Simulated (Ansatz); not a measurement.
Saddle point of Si2H8SO, singlet (SiH₄SO ([OH][SiH2][SH]) + SiH₄ → Si₂H₆O ([OH][SiH2][SiH3]) + H₂S; bonds formed: Si1–Si7, S2–H6; bonds broken: Si1–S2, H6–Si7), PBE0-D4/def2-TZVP structure:

```xyz
12
angstrom
Si 0.3609 -0.1688 -0.9809
S 1.9988 0.6227 0.8884
H -0.9024 -0.5527 -1.6943
H 1.2709 -1.3318 -1.0423
O 0.6166 1.2575 -1.7337
H 0.3360 -0.0735 0.7417
Si -1.3330 -0.7101 0.8697
H 1.4061 1.7929 1.1874
H 1.4098 1.7031 -1.4172
H -2.3800 0.2681 0.4886
H -1.1620 -0.7399 2.3452
H -1.6216 -2.0677 0.3474
```

Energies are electronic, without zero-point energy. Barriers and step energies count from the start structure reached by relaxing down the imaginary mode; all methods use the PBE0-D4 structures, on which another method's saddle can fall below an end. Program: Ansatz 0.2.0. Basis: def2-TZVPP, with def2-QZVPP for the basis limit. Cores are frozen in the correlated methods. B3LYP uses VWN-RPA correlation. Extrapolation: Hartree–Fock as exp(−7.88 √X), correlation as X^−2.97.

```csv
method,barrier (eV),step energy (eV)
SPW92,1.781,0.504
PBE-D4,?,0.543
BLYP-D4,2.343,0.612
r2SCAN-D4,2.299,0.659
B97M-V,?,0.640
PBE0-D4,2.337,0.602
B3LYP-D4,2.550,0.650
r2SCAN0-D4,2.487,0.689
BHLYP-D4,2.872,0.718
CAM-B3LYP-D4,2.734,0.670
wB97X-V,2.735,0.677
wB97M-V,2.672,0.741
B2PLYP,2.681,0.701
PBE-QIDH,?,0.698
RPA on PBE,2.702,0.673
HF,3.596,0.829
MP2,2.680,0.778
CCSD,2.871,0.698
CCSD(T),2.708,0.685
```

Task: Fill in the withheld barriers. (To be estimated.)

Result: The calculation gives: PBE-D4 2.062; PBE-QIDH 2.591; B97M-V 2.455 eV. Each is the energy of the saddle less that of the start structure, by the same method.

For comparison, the barrier by CCSD(T) at an estimated basis limit (MP2 extrapolated from triple and quadruple zeta, plus CCSD(T) − MP2 in triple zeta) is 2.652 eV.

The T1 diagnostic stays at or below 0.015.

Labels in which every atom is bracketed show which atoms are joined, not bond orders.

For scale, one of the runs: CCSD(T)/def2-TZVPP, 269 basis functions, launched by `ansatz run in.yaml --threads 4 --pin off --events-out ev --progress --plain --max-ram 9574MiB`. Time: 2.7 min of wall clock on 4 CPU threads of an Intel Xeon Platinum 8259CL; the host was shared. Peak host memory: 6.3 GiB.
